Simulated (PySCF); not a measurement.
C7H9ClF (charge +1).
Atom-mapped SMILES: `[CH3:1][C@@H:2]1[CH2:3][CH:4]=[C:5]([Cl:6])[C+:7]1[CH2:8][F:9]`

Geometry (GFN2-xTB, Å), atoms numbered from 1 in this order:
```xyz
18
C7H9ClF angstrom
C     -1.127   -1.524   -0.124
C     -0.559   -0.240    0.522
C     -1.383    1.013    0.209
C     -0.455    1.920   -0.462
C      0.806    1.367   -0.550
Cl     2.183    2.092   -1.252
C      0.796    0.094    0.048
C      1.974   -0.766    0.184
F      1.719   -1.885    0.906
H     -2.128   -1.703    0.255
H     -0.510   -2.382    0.125
H     -1.167   -1.414   -1.204
H     -0.516   -0.446    1.600
H     -1.801    1.483    1.108
H     -2.256    0.803   -0.417
H     -0.727    2.896   -0.829
H      2.346   -1.078   -0.806
H      2.797   -0.223    0.677
```

NICS = −σ at a ghost point: NICS(0) at the centroid of the ring atoms, NICS(1) 1 Å to either side along the normal of their mean plane, zz for the tensor component along that normal. Level: GIAO PBE0/pcSseg-1 (PySCF, non-relativistic, gas phase) on the GFN2-xTB geometry, one conformer.

Ring bond lengths (Å), with Mayer bond orders in brackets: C2–C3 1.531 (0.99), C3–C4 1.461 (1.11), C4–C5 1.380 (1.38), C5–C7 1.407 (1.21), C7–C2 1.474 (1.04).

Question: What do the NICS probes read (ppm)?

Answer: 
```csv
ring,type,NICS(0),"NICS(1), two faces","NICS(1)zz, two faces",rms pucker (Å),"centre to ring atoms, mean (Å)"
C2–C3–C4–C5–C7,"5-membered carbocycle; formal bonds 1 double, 4 single",-0.3,-5.7 / -5.5,-8.6 / -7.7,0.01,1.23
```

Question: What do they say, and how far can they be read as aromaticity?

Answer: 
- C2–C3–C4–C5–C7: mean NICS(1)zz -8.1 ppm, shielded. C2, C3 have four or more neighbours, and the NICS criterion for π rings isn't applied. NICS(0) lies 5 ppm above the mean NICS(1).

The run took 70 s of wall time on one thread of an Intel Xeon at 2.70 GHz (shared host), and the process peaked at 0.99 GiB of memory. This is the whole shielding run at PBE0/pcSseg-1, SCF included.
